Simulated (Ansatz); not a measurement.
H$_{4}$S$_{3}$Si, SMILES `S[SiH](S)S`, charge 0, multiplicity 1.

(1) Give a relaxed structure at PBE0-D4/def2-TZVP (Ansatz 0.2.0). (Best estimate.)

Results:

(1) The calculation gave: 
Cartesian coordinates in Å:
```
S -0.364 2.071 0.060
Si -0.316 -0.047 0.256
S 0.994 -0.532 1.858
S 0.270 -0.795 -1.652
H -1.057 2.048 -1.093
H -1.612 -0.634 0.666
H 2.081 -0.035 1.242
H 0.004 -2.076 -1.337
```
